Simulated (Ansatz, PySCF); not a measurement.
Reaction (SMILES): C[SiH2]B(O)O → C[SiH2] + O[B]O (the B-Si bond at the site shown breaks; other sites are not compared here)
Geometries: B3LYP-D3(BJ)/def2-TZVP minima from Ansatz (an electronic-structure program), one conformer each, not searched for the lowest. Frequencies are from Ansatz or PySCF.
Geometry of the first species:
SMILES: C[SiH2]B(O)O
```xyz
12

C      2.2095     0.4441     0.2792
Si     0.8303    -0.7765    -0.1387
B     -0.9884     0.1312    -0.0397
O     -1.1591     1.4534     0.2890
O     -2.1060    -0.5970    -0.3110
H      2.2182     1.2844    -0.4193
H      3.1894    -0.0333     0.2290
H      2.0909     0.8431     1.2897
H      1.0587    -1.3231    -1.5018
H      0.8865    -1.9198     0.8094
H     -0.3432     1.9271     0.4720
H     -2.9192    -0.0788    -0.2378
```
Charge 0, spin multiplicity 1.

Property: bond dissociation energy (enthalpy at 298 K, with B3LYP-D3(BJ) rigid-rotor harmonic-oscillator terms), in eV. Valence correlation only, unless marked. Open shells are spin-unrestricted. Spin-orbit coupling is left out. No relativistic terms. CBS(X,Y): correlation extrapolated as X^-3; Hartree-Fock from the larger set. [CCSD(T)-MP2]/basis is that difference in the basis named.

```tsv
level	program	bond dissociation energy (eV)
LC-wPBE/def2-TZVPD	Ansatz	3.74
wB97M-V/def2-TZVPD	Ansatz	4.01
SCS-MP2/cc-pwCVTZ	Ansatz	3.93
CCSD/6-31G*	Ansatz	…
RI-MP2/CBS(cc-pV(T+d)Z,cc-pV(Q+d)Z)+[CCSD(T)-MP2]/cc-pV(T+d)Z	Ansatz	…
```

Question: Fill in the missing entries.

Answer: 
- CCSD/6-31G*, bond dissociation energy (eV): 3.76
- RI-MP2/CBS(cc-pV(T+d)Z,cc-pV(Q+d)Z)+[CCSD(T)-MP2]/cc-pV(T+d)Z, bond dissociation energy (eV): 3.98
